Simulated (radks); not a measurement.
Question: Species: Rh VI. Configuration: [Kr] 4d4. All-electron calculation, scalar-relativistic Kohn-Sham, PBE, spin-polarised, spherical densities, finite nucleus; open shells are filled with parallel spins first (spin-orbit coupling, left out, can overturn this in heavy ions); Fermi nuclear charge, rms radius 4.4945 fm. Program: a radial shooting solver on a logarithmic mesh with Libxc functionals. Some entries of the table are withheld. Estimate them.

orbital,occ.,eigenvalue (hartree),<r> (bohr)
1s down,1,-849.3320,0.03263
1s up,1,-849.3316,0.03263
2s up,1,-125.4836,0.1419
2s down,1,-125.4528,0.1419
2p up,3,-112.7400,0.1237
2p down,3,-112.7168,0.1237
3s up,1,-24.63564,0.3905
3s down,1,-24.62031,0.3904
3p up,3,-20.44815,0.3903
3p down,3,-20.43053,0.3902
3d up,5,(1),0.3700
3d down,5,(2),0.3698
4s up,1,-5.67128,(3)
4s down,1,-5.53280,(4)
4p up,3,-4.45524,1.039
4p down,3,-4.31054,1.037
4d up,4,-2.66110,(5)
4d down,0,-2.51578,(6)

Answer: 
(1) 3d up eigenvalue (hartree): -13.76020
(2) 3d down eigenvalue (hartree): -13.73233
(3) 4s up <r> (bohr): 0.9603
(4) 4s down <r> (bohr): 0.9568
(5) 4d up <r> (bohr): 1.251
(6) 4d down <r> (bohr): 1.260
